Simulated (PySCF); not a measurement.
Se(iPr)(OH) (C₃H₈OSe), SMILES CC(C)[Se]O.

Coordinates come from a PBE0-D3(BJ)/def2-SVP optimisation. The values are those of a single conformer.

These are PySCF with TDDFT-PBE/def2-SVPD values and carry that method's errors.

Vertical excitations. The molecule is in vacuum.

Computed lowest excited states:
```json
[
 {"state": "S1", "energy (eV)": "3.47", "λ (nm)": "358", "f": "0.001", "main pairs": "HOMO→LUMO 99 %"},
 {"state": "S2", "energy (eV)": "4.92", "λ (nm)": "252", "f": "0.029", "main pairs": "HOMO→LUMO+1 87 %"},
 {"state": "S3", "energy (eV)": "5.04", "λ (nm)": "246", "f": "0.009", "main pairs": "HOMO−1→LUMO 99 %"},
 {"state": "S4", "energy (eV)": "5.25", "λ (nm)": "236", "f": "0.017", "main pairs": "HOMO→LUMO+2 85 %"},
 {"state": "S5", "energy (eV)": "5.56", "λ (nm)": "223", "f": "0.004", "main pairs": "HOMO→LUMO+3 98 %"},
 {"state": "S6", "energy (eV)": "6.04", "λ (nm)": "205", "f": "0.009", "main pairs": "HOMO→LUMO+4 99 %"},
 {"state": "S7", "energy (eV)": "6.10", "λ (nm)": "203", "f": "0.004", "main pairs": "HOMO→LUMO+5 96 %"},
 {"state": "S8", "energy (eV)": "6.42", "λ (nm)": "193", "f": "0.000", "main pairs": "HOMO−2→LUMO 94 %"},
 {"state": "S9", "energy (eV)": "6.58", "λ (nm)": "188", "f": "0.001", "main pairs": "HOMO−1→LUMO+1 56 %, HOMO−3→LUMO 26 %, HOMO−1→LUMO+2 12 %"},
 {"state": "S10", "energy (eV)": "6.61", "λ (nm)": "188", "f": "0.004", "main pairs": "HOMO−4→LUMO 76 %, HOMO−1→LUMO+1 11 %"},
 {"state": "T1", "energy (eV)": "2.78", "λ (nm)": "446", "f": "0", "main pairs": "HOMO→LUMO 100 %"},
 {"state": "T2", "energy (eV)": "4.48", "λ (nm)": "277", "f": "0", "main pairs": "HOMO−1→LUMO 99 %"},
 {"state": "T3", "energy (eV)": "4.61", "λ (nm)": "269", "f": "0", "main pairs": "HOMO→LUMO+1 88 %"},
 {"state": "T4", "energy (eV)": "4.91", "λ (nm)": "253", "f": "0", "main pairs": "HOMO→LUMO+2 88 %"}
]
```
Triplets are in the Tamm–Dancoff approximation, which puts them higher than full response would, so one can lie above its singlet here.
